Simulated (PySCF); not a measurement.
# Correlation energy of K⁻ (potassium, charge -1)

[Ar] 4s2, closed-shell 1S. All numbers are calculated (PySCF 2.14, the spin-free X2C one-electron Hamiltonian (Gaussian nucleus), in dyall-av3z). Frozen: [Ar]; 2 electrons correlated; the 31 highest virtual orbitals of each spin left out.

With two correlated electrons CCSD is exact within the correlated space (frozen core and kept virtual orbitals).

```
level  correlation energy (mhartree)
 CCSD                         -21.07
```

Diagnostics: T1 = 0.061, D1 = 0.0861, largest double amplitude 0.100.

Question: Is a single reference adequate?

Answer: Not fully. T1 exceeds 0.03, a sign that the reference determinant is poor.
